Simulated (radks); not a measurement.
Species: the platinum ion Pt+. Configuration: [Xe] 4f14 5d8 6s1 (not the ground configuration). All-electron calculation, non-relativistic Kohn-Sham, PBEsol, spin-polarised, spherical densities, point nucleus; open shells are filled with parallel spins first (spin-orbit coupling, left out, can overturn this in heavy ions); relativity is left out, which matters for an element this heavy. Program: a radial shooting solver on a logarithmic mesh with Libxc functionals.

Local quantities along the radius. ELF = 1/(1 + alpha^2) is the electron localisation function; alpha = (tau - tau_W)/tau_unif compares the Pauli kinetic energy density with that of the uniform gas (summed over spins); s = |grad rho|/(2 (3 pi^2)^(1/3) rho^(4/3)) is the reduced gradient; r v_xc is r times the local exchange-correlation potential of spin up (hartree bohr); -r V(r) is the screened charge that the Kohn-Sham potential of spin up presents (atomic units).

| r (bohr) | ELF | alpha | s | r v_xc | -r V(r) |
|---|---|---|---|---|---|
| 0.001602 | 0.999 | 0.02700 | 0.3923 | -0.1219 | 77.28 |
| 0.002188 | 0.999 | 0.03055 | 0.4042 | -0.1551 | 77.00 |
| 0.002966 | 0.999 | 0.03599 | 0.4203 | -0.1960 | 76.64 |
| 0.00402 | 0.998 | 0.04497 | 0.4429 | -0.2459 | 76.15 |
| 0.005448 | 0.996 | 0.06083 | 0.4746 | -0.3044 | 75.50 |
| 0.007383 | 0.992 | 0.09147 | 0.5189 | -0.3687 | 74.63 |
| 0.01001 | 0.976 | 0.1575 | 0.5790 | -0.4330 | 73.49 |
| 0.01356 | 0.909 | 0.3163 | 0.6501 | -0.4879 | 72.01 |
| 0.01838 | 0.669 | 0.7027 | 0.6902 | -0.5253 | 70.11 |
| 0.02511 | 0.363 | 1.323 | 0.5723 | -0.5551 | 67.64 |
| 0.03403 | 0.386 | 1.262 | 0.3302 | -0.6356 | 64.66 |
| 0.04612 | 0.639 | 0.7517 | 0.2793 | -0.7840 | 61.03 |
| 0.0625 | 0.704 | 0.6484 | 0.3890 | -0.8963 | 56.67 |
| 0.08471 | 0.468 | 1.067 | 0.4405 | -0.9272 | 51.56 |
| 0.1148 | 0.412 | 1.195 | 0.2570 | -1.009 | 45.80 |
| 0.1556 | 0.675 | 0.6941 | 0.2833 | -1.194 | 39.54 |
| 0.2109 | 0.550 | 0.9043 | 0.4773 | -1.198 | 32.94 |
| 0.2881 | 0.309 | 1.495 | 0.2481 | -1.176 | 26.06 |
| 0.3904 | 0.680 | 0.6866 | 0.2259 | -1.431 | 19.68 |
| 0.5291 | 0.647 | 0.7378 | 0.4993 | -1.417 | 14.14 |
| 0.7171 | 0.292 | 1.556 | 0.5887 | -1.174 | 9.847 |
| 0.9718 | 0.526 | 0.9486 | 0.3800 | -1.227 | 6.715 |
| 1.317 | 0.673 | 0.6972 | 0.5838 | -1.236 | 4.422 |
| 1.785 | 0.437 | 1.136 | 0.8915 | -1.076 | 2.968 |
| 2.419 | 0.260 | 1.687 | 1.220 | -0.8963 | 2.197 |
| 3.305 | 0.253 | 1.719 | 1.895 | -0.6947 | 1.765 |
| 4.479 | 0.239 | 1.785 | 3.763 | -0.4489 | 1.459 |
| 6.07 | 0.134 | 2.547 | 9.920 | -0.3380 | 1.339 |
| 8.227 | 0.022 | 6.667 | 38.72 | -0.1421 | 1.142 |

On this mesh the ELF has minima near r = 0.029, 0.099, 0.29, 0.72 bohr, which separate the shells, and maxima near 0.054 (0.71), 0.18 (0.69), 0.45 (0.72), 1.3 (0.67), 3.8 (0.26).

Self-consistent cycle (total energy in hartree, residual of the potential): 1: -17322.05165, 8e+00; 2: -17328.51969, 3e+00; 3: -17330.04348, 1e+00; 4: -17330.04542, 5e-01; 5: -17330.07582, 1e-01; 6: -17330.07928, 3e-02; 7: -17330.07944, 4e-03; 8: -17330.07944, 4e-03; 9: -17330.07945, 5e-05; 10: -17330.07945, 3e-05; 11: -17330.07945, 1e-06; 12: -17330.07945, 6e-07; 13: -17330.07945, 5e-08; 14: -17330.07945, 4e-09.
